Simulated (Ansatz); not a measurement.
Born–Oppenheimer molecular dynamics of BH$_{8}$N$_{2}$P (12 atoms, charge 0, multiplicity 1). It starts at the highest image of a converged band, a first-order saddle point between two minima.

Level of theory: Ansatz, RKS LDA/def2-SVP.

```
ensemble                      : NVE (velocity Verlet)
time step                     : 0.5 fs
steps asked                   : 200
starting velocities drawn for : 100 K
seed                          : 10055
```

First frame:

```xyz
12
Properties=species:S:1:pos:R:3
B -0.074 0.256 -0.061
H -0.187 -0.512 1.065
N 1.313 0.249 -0.488
H 1.606 -0.586 -1.007
H 1.673 1.099 -0.932
N -1.203 -0.180 -0.867
H -2.103 -0.393 -0.427
H -1.337 0.326 -1.750
P -0.285 2.263 0.673
H -1.575 2.211 1.314
H 0.434 2.351 1.924
H -0.317 0.508 1.251
```

(1) How far do the bonds stretch over the last three quarters of this one trajectory? (Pairs bonded in most of those frames.)

Results:

(1) 
| bond | mean (Å) | spread (Å) | shortest | longest |
| --- | --- | --- | --- | --- |
| B1–N3 | 1.410 | 0.024 | 1.37 | 1.45 |
| B1–N6 | 1.444 | 0.026 | 1.41 | 1.49 |
| B1–P9 | 1.959 | 0.045 | 1.88 | 2.02 |
| H2–H12 | 0.785 | 0.022 | 0.75 | 0.82 |
| N3–H4 | 1.029 | 0.010 | 1.01 | 1.05 |
| N3–H5 | 1.027 | 0.014 | 1.00 | 1.05 |
| N6–H7 | 1.030 | 0.009 | 1.01 | 1.05 |
| N6–H8 | 1.035 | 0.012 | 1.01 | 1.06 |
| P9–H10 | 1.442 | 0.028 | 1.40 | 1.48 |
| P9–H11 | 1.443 | 0.005 | 1.43 | 1.45 |

Mean temperature of the second half: 682 K. The conserved energy stayed within 0.068 meV per atom of its start (net change 0.024 meV per atom), so the integration is sound. The kinetic energy rose, since the run started high on the potential surface and went downhill. It ends in pieces (BH6N2P + H2), so much of that is their flight and rotation, not heat. A run of 0.1 ps of so small a system gives no equilibrium averages. The orbitals stay closed-shell, which can raise the energy where a bond breaks towards radicals; this wasn't checked here.

Time of the run: 3.3 min on 2 threads of Arm Neoverse V2, on a shared host, peak memory 0.12 GiB.
